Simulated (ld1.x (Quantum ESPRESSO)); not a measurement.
**Before and after: TM semilocal potential for nickel (Ni)**

* Element: nickel
* Generator: ld1.x (Quantum ESPRESSO) 7.5
* Type: norm-conserving Troullier–Martins (semilocal form)
* Functional: PBEsol
* Relativity: scalar-relativistic
* Frozen core: [Ar]
* Valence charge: 10
* Reference configuration: 3d8 4s2 4p0
* Partial waves: 4p (bound, empty): rc 2.00 bohr; 3d (bound): rc 1.15 bohr; 4s (bound): rc 1.60 bohr
* Local potential: the s channel
* Core correction: a·sin(br)/r model core inside 0.55 bohr

Change: wave 4s (bound): rc 1.60 bohr becomes 4s (bound): rc 2.16 bohr.

Cutoffs: the cutoffs (Ry, on a coarse ladder) from which the occupation-weighted sum of valence levels, in a spherical-Bessel basis at the reference potential, stays within 10 and 1 mRy of its value at 400 Ry; they do not see the model core or the augmentation charge, which bear on the density cutoff. Errors are all-electron minus pseudo energies relative to the spin-unpolarised reference configuration.

Question: How do hardness, ghosts and transferability respond?

Answer: The potential gets neither clearly harder nor softer (180 Ry and 300 Ry → 180 Ry and 300 Ry); the d channel sets the loose cutoff, while the largest relative change is in s, which becomes softer; of the 7 tests that both files solve, the error grows in 6 and shrinks in 1 by more than 15 % and 0.3 meV (median size 41.1 → 54.5 meV); neither file shows a bound ghost. A semilocal file is local in each channel, so a ghost entry of none says nothing of the separable form that plane-wave codes build from it.

```tsv
quantity	base	changed
cutoff, loose	180 Ry	180 Ry
cutoff, tight	300 Ry	300 Ry
loose cutoff by channel (10 mRy a level)	d 160 Ry, s 21 Ry	d 160 Ry, s 8 Ry
bound ghosts	none	none
error for 3d8 4s1 4p0, meV [ΔE 9.34 eV]	-5.8	-8.3
error for 3d8 4s0 4p0, meV [ΔE 26.60 eV]	-41	-55
error for 3d7 4s0 4p0, meV [ΔE 64.03 eV]	-172	-145
error for 3d9 4s0 4p0, meV [ΔE 6.26 eV]	-195	-229
error for 3d7 4s2 4p0, meV [ΔE 16.15 eV]	-127	-174
error for 3d8 4s0 4p2, meV [ΔE 9.54 eV]	-3.2	-9.4
error for 3d8 4s1 4p1, meV [ΔE 4.63 eV]	-1.1	-2.7
```
